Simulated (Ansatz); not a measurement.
`Cl[SiH2][S][GeH2][Cl]` and `O[SiH](Cl)[S][GeH2][Cl]` differ in one atom or group.

Ansatz, PBE0-D4/def2-TZVP geometries, multiplicity 1. Each molecule was computed in one conformer, which needn't be the lowest.

Scalar relativity is left out up to krypton.

```csv
property,`Cl[SiH2][S][GeH2][Cl]`
size of the dipole moment (B3LYP/def2-TZVPP) / D,1.04
LUMO energy (PBE0/def2-TZVPP) / eV,-0.78
HOMO energy (ωB97M-V/def2-TZVPP) / eV,-10.15
HOMO–LUMO gap (B3LYP/def2-TZVPP) / eV,6.66
size of the dipole moment (ωB97M-V/def2-TZVPP) / D,1.06
HOMO energy (PBE0/def2-TZVPP) / eV,-8.00
```

(1) Give the same properties after the change, and the shifts. (Estimate.)

## Answers

(1) Computed: 
```json
{"property": "size of the dipole moment (B3LYP/def2-TZVPP) / D", "`O[SiH](Cl)[S][GeH2][Cl]`": "2.26", "shift": "1.22"}
{"property": "LUMO energy (PBE0/def2-TZVPP) / eV", "`O[SiH](Cl)[S][GeH2][Cl]`": "-0.81", "shift": "-0.03"}
{"property": "HOMO energy (ωB97M-V/def2-TZVPP) / eV", "`O[SiH](Cl)[S][GeH2][Cl]`": "-10.14", "shift": "0.01"}
{"property": "HOMO–LUMO gap (B3LYP/def2-TZVPP) / eV", "`O[SiH](Cl)[S][GeH2][Cl]`": "6.63", "shift": "-0.03"}
{"property": "size of the dipole moment (ωB97M-V/def2-TZVPP) / D", "`O[SiH](Cl)[S][GeH2][Cl]`": "2.29", "shift": "1.23"}
{"property": "HOMO energy (PBE0/def2-TZVPP) / eV", "`O[SiH](Cl)[S][GeH2][Cl]`": "-7.99", "shift": "0.01"}
```

Dipoles are sizes alone; their direction can turn.

B3LYP here is the variant with VWN-RPA as its local correlation; programs differ in this.
